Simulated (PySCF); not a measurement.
SMILES FC(F)(F)C[SiH2][Si](F)(F)F at its GFN2-xTB optimised geometry (Å):

```
14

F     -2.1541    -3.3277    -2.6111
C     -2.5160    -2.0394    -2.7376
F     -2.0889    -1.6517    -3.9518
F     -3.8578    -2.0329    -2.7948
C     -1.9617    -1.1839    -1.6414
Si    -0.0505    -1.2977    -1.6818
Si     0.7937    -0.0080     0.0000
F      2.3812    -0.0080     0.0000
F      0.4434     1.5427     0.0000
F      0.4471    -0.4202     1.4957
H     -2.3223    -0.1679    -1.8037
H     -2.3812    -1.5427    -0.7012
H      0.3215    -2.7066    -1.5051
H      0.4010    -0.8205    -2.9945
```

Method: PBE0/def2-TZVP (PySCF). Cells within 0.4 Å of a nucleus heavier than hydrogen are left out (blank, or x).

Map of the electron localisation function on the plane z = 0.0 Å:

```
|00000000000000000000000000000|
|00000000000000000000000000000|
|00000000000000000000000000000|
|00000000000000000000000000000|
|00000000000000000000000000000|
|00000000000000111100000000000|
|00000000000012455421000000000|
|00000000000135788752000000000|
|00000000000147888862000000000|
|000000000002578xx862000000000|
|000000000001478xx850012210000|
|00000000000025788730255531000|
|00000000000012541003688752000|
|0000000000000110xx068xx863000|
|0000000000001204xx268xx873100|
|0000000000002420xx068xx863000|
|00001343100025520004788752000|
|00016898510014664212466531000|
|00048999830002455310123210000|
|00059999940001222100000000000|
|00039999930000010000000000000|
|00016999710000000000000000000|
|00001576200000110000000000000|
|00000000000000221000000000000|
|00000000000000222100000000000|
|00000000000000110000000000000|
|00000000000000000000000000000|
|00000000000000000000000000000|
|00000000000000000000000000000|
```
Scale: ten equal steps from 0.000 (start of '0') to 0.988 (end of '9'), in the order '0123456789'; x runs from -4.50 to 4.50, y from -4.50 (bottom) to 4.50 (top).
